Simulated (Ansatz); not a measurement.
Consider the formal loss of a carbene: `CCNBN` → `CNBN` + `[CH2]` (triplet).

Computed with Ansatz on PBE0-D4/def2-TZVP structures; ΔE is electronic, products minus reactants. CCSD(T)/CBS is the MP2 limit (def2-TZVPP, def2-QZVPP) plus CCSD(T) − MP2 in def2-TZVPP, frozen cores. This one scheme is used for every species. DFT in def2-TZVPP. B3LYP here is the variant with VWN-RPA as its local correlation; programs differ in this. Triplets are unrestricted, without spin–orbit coupling. Each species was taken in one conformer, which may not be the lowest.

```json
{"level": "r2SCAN-D4", "ΔE (kJ/mol)": "420.2"}
{"level": "ωB97X-V", "ΔE (kJ/mol)": "453.6"}
{"level": "PBE0", "ΔE (kJ/mol)": "435.1"}
{"level": "B3LYP", "ΔE (kJ/mol)": "425.2"}
{"level": "SCS-MP2/def2-TZVPP", "ΔE (kJ/mol)": "445.7"}
{"level": "HF/def2-QZVPP", "ΔE (kJ/mol)": "296.5"}
{"level": "HF/CBS(def2)", "ΔE (kJ/mol)": "296.5"}
{"level": "CCSD/CBS(def2)", "ΔE (kJ/mol)": "432.5"}
```

Problem. What does CCSD(T)/CBS give? (An estimate is asked.)

Solution. Ansatz gave: +443.7 kJ/mol. The listed levels differ from it by -23.5, 9.9, -8.6, -18.5, 2.0, -147.2, -147.2, -11.2 kJ/mol.

Largest T1 diagnostic among the species: 0.011.

In def2-TZVPP, CCSD(T) changes the Hartree–Fock value by +136.3 kJ/mol (the triples alone add +11.1 kJ/mol) and MP2 by +149.0 kJ/mol. The D4 term adds +9.5 kJ/mol with B3LYP and +5.2 kJ/mol with PBE0; it sums over pairs of atoms, weighted by their polarisabilities, and B3LYP, whose exchange is more repulsive, gets the larger term. From PBE to PBE0 (25 % exact exchange), in def2-TZVPP and without D4, ΔE moves by −7.2 kJ/mol.
